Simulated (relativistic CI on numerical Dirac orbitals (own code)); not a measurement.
## Transition arrays of Ge⁴⁺

Calculated at this level of theory: Dirac-Coulomb-Breit CI, orbitals from a KLI potential per configuration, model QED (radiative potential, 1s self-energy scaled to tabulated hydrogen-like ionisation energies), valence Slater integrals scaled by 0.9, whole transition arrays (own radial code, finite nucleus).

Configurations in the expansion (outside the closed core [Ar]): 3d¹⁰, 3d⁹4f, 3d⁹4p, 3d⁹5f. Levels of other configurations are missing.

All E1 lines from the levels of 3d¹⁰; mean and standard deviation are weighted by gf, and upper levels are sorted by their leading configuration.

| Upper configuration | Lines | Σgf | Mean (eV) | Mean (nm) | σ (eV) | Strongest line (nm) |
| --- | --- | --- | --- | --- | --- | --- |
| 3d⁹4f | 3 | 0.6 | 67.16 | 18.461 | 0.27 | 18.408 |
| 3d⁹4p | 3 | 0.6 | 40.68 | 30.479 | 0.14 | 30.440 |
| 3d⁹5f | 3 | 0.5 | 74.87 | 16.559 | 0.27 | 16.515 |

Σgf per state of the lower configuration in bins of 0.5 nm over the central range (centre: value): 16.75: 0.48, 18.25: 0.41, 18.75: 0.21, 30.25: 0.40, 30.75: 0.23.

How do configuration mixing and the scaling of the Slater integrals move the arrays?

Slater scale 0.9, no configuration mixing: 3d⁹4f 67.2 ± 0.3 eV (Σgf 0.7), 3d⁹4p 40.7 ± 0.1 eV (Σgf 0.7), 3d⁹5f 74.9 ± 0.3 eV (Σgf 0.4); Slater scale 1: 3d⁹4f 67.2 ± 0.3 eV (Σgf 0.6), 3d⁹4p 40.8 ± 0.1 eV (Σgf 0.6), 3d⁹5f 74.9 ± 0.3 eV (Σgf 0.5); Slater scale 0.8: 3d⁹4f 67.1 ± 0.3 eV (Σgf 0.6), 3d⁹4p 40.6 ± 0.1 eV (Σgf 0.6), 3d⁹5f 74.8 ± 0.3 eV (Σgf 0.5). With mixing, levels are counted to their leading configuration, so an array can shrink or vanish into another, and the sums then hold other lines.
